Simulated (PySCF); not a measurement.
BF2H3O2Si, SMILES OB(O)[SiH](F)F.

Geometry optimised at B3LYP-D3(BJ)/def2-SVP. The structure was generated by enumeration, and PubChem lists no compound with its InChIKey, so it may never have been made. The values are those of a single conformer.

Level of theory: B3LYP-D3(BJ)/def2-SVP in PySCF.

Frequencies are harmonic and unscaled.

Computed vibrational spectrum:
```
mode  ν (cm⁻¹)  IR (km/mol)  moving atoms (share of kinetic energy)
----  --------  -----------  --------------------------------------
1           50          0.8                          O 56 %, F 36 %
2           95          5.1                          F 50 %, O 37 %
3          162          8.7          F 48 %, O 24 %, Si 14 %, H 9 %
4          272          2.9                          F 52 %, O 32 %
5          337         19.3                 F 44 %, Si 24 %, O 22 %
6          379         15.8   Si 34 %, O 33 %, H 17 %, F 8 %, B 8 %
7          506         51.2                  B 45 %, H 33 %, Si 8 %
8          583        137.8                  H 52 %, O 26 %, B 13 %
9          596         86.1                  H 62 %, O 20 %, B 11 %
10         651         39.1                  H 58 %, B 26 %, O 14 %
11         805         41.4                          H 61 %, F 31 %
12         839         20.3                          H 67 %, F 27 %
13         867        248.6                 H 34 %, Si 34 %, F 27 %
14         936        230.3                 Si 47 %, F 38 %, H 14 %
15        1018         94.8                          H 57 %, O 40 %
16        1026        100.1                          H 87 %, O 11 %
17        1317        206.6                  B 59 %, O 24 %, H 15 %
18        1458        243.0                          B 71 %, O 25 %
19        2260        143.2                                  H 97 %
20        3786         57.9                                  H 94 %
21        3826        106.2                                  H 94 %
```
